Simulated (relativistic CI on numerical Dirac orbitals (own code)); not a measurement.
## d1 to d9 in one octahedral field

Computed with a parametric ligand-field model without spin-orbit coupling, by exact diagonalisation: B = 880, C = 3880, 10Dq = 7300 cm⁻¹ (Oh; |10Dq|/B = 8.3) for every shell. Energies in cm⁻¹; the field energy is (0.6 n_e − 0.4 n_t2) × 10Dq of the ground term; g labels are left out.

| Shell | Ground term | Electrons in e | Field energy | First spin-allowed bands | Lowest term of other spin |
| --- | --- | --- | --- | --- | --- |
| d1 | 2T2 | 0.000 | -2920 | 2E 7300 |  |
| d2 | 3T1 | 0.089 | -5189 | 3T2 6312, 3A2 13612 | 1T2 13475 |
| d3 | 4A2 | 0.000 | -8760 | 4T2 7300, 4T1 12261 | 2E 17403 |
| d4 | 5E | 1.000 | -4380 | 5T2 7300 | 3T1 14655 |
| d5 | 6A1 | 2.000 | 0 | none | 4T1 23428 |
| d6 | 5T2 | 2.000 | -2920 | 5E 7300 | 3T1 14055 |
| d7 | 4T1 | 2.089 | -5189 | 4T2 6312, 4A2 13612 | 2E 10725 |
| d8 | 3A2 | 2.000 | -8760 | 3T2 7300, 3T1 12261 | 1E 14221 |
| d9 | 2E | 3.000 | -4380 | 2T2 7300 |  |

Every shell keeps the spin of the free ion. Only d4 to d7 can choose; the field needed to pair spins is smallest for d6 and largest for d5, which loses most exchange energy. In the strong-field picture 10Dq must exceed about 6B + 5C = 24680 (d4), 7.5B + 5C = 26000 (d5), 2.5B + 4C = 17720 (d6) and 4B + 4C = 19040 (d7); mixing of terms shifts these bounds somewhat. High-spin d^(n+5) repeats the spin-allowed bands of d^n, since the half-filled shell is spherical.
